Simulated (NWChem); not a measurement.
# Correlation energy of Au₂

```
Au
Au 1 2.5399
```
Charge 0, spin multiplicity 1.

The numbers come from NWChem runs, not from measurements. All single points use one geometry, from PBE0/def2-SVP with def2 effective core potentials on Au, a minimum by its harmonic frequencies.

Basis set: def2-TZVP. Each correlation energy counts from its own Hartree-Fock reference.

Effective core potentials replace the inner electrons of Au; spin-orbit coupling is left out. The correlated methods keep 8 core orbitals frozen. The structure started from a generated list of species. Coupled-cluster values serve here as a point of comparison, not as the truth.

Q: One of these methods gave a correlation energy of -544.1 mHa. Which?
A) CCSD+T(CCSD)
B) CR-CCSD(T)
C) SCS-MP2
D) CCSD(T)

A: C, SCS-MP2. The others give -577.7 (CR-CCSD(T)), -581.5 (CCSD(T)), -583.3 (CCSD+T(CCSD)).
